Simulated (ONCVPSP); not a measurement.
# iron: ONCV pseudisation with PBE, scalar-relativistic reference atom.

* Element: iron
* Generator: ONCVPSP 4.0.1
* Type: optimised norm-conserving Vanderbilt (ONCV)
* Functional: PBE
* Relativity: scalar-relativistic
* Frozen core: [Ne]
* Valence charge: 16
* Reference configuration: 3s2 3p6 3d6.5 4s1.5
* Partial waves: 3s+4s: rc 1.20 bohr, ncon 3, nbas 8, qcut 7.6 1/bohr, 2 projectors; 3p: rc 1.10 bohr, ncon 3, nbas 6, qcut 13.8 1/bohr, 1 projector; 3d: rc 1.60 bohr, ncon 4, nbas 8, qcut 7.9 1/bohr, 2 projectors, debl 1.9 Ha; f scattering state at 0.18 Ha: rc 1.35 bohr, ncon 4, nbas 7, qcut 8 1/bohr, 3 projectors, debl 2.2 Ha
* Local potential: polynomial inside 0.70 bohr (lpopt 5, dvloc0 0 Ha)
* Core correction: none

All-electron outer shells of the reference configuration (PBE, scalar-relativistic, ld1.x):

```csv
shell,level (eV),outermost node (bohr),outermost maximum (bohr)
2p,-695.71,–,0.18
3s,-91.55,0.33,0.70
3p,-57.65,0.30,0.72
3d,-5.48,–,0.72
4s,-4.74,1.01,2.47
```

**Question.** Does the generator finish with these settings?

**Answer.** Yes, a potential is produced and its reference levels are reproduced.

**Question.** Estimate the cutoffs (Ha) at which the residual kinetic energy of the hardest occupied pseudo-wave falls to 1 and 0.1 mHa per electron.

**Answer.** 42 Ha and 86 Ha.

**Question.** What does a ghost test show?

**Answer.** No bound ghost flagged; GHOST(+) flagged for s at 287.0 eV.

**Question.** Tests: 3s2 3p6 3d6 4s2; 3s2 3p6 3d6 4s1; 3s2 3p6 3d6 4s0; 3s1 3p6 3d6 4s2. Which has the largest error in its energy relative to the reference configuration, and how large is it?

**Answer.** 3s1 3p6 3d6 4s2, with -378 meV (all-electron minus pseudo) on +102.61 eV.
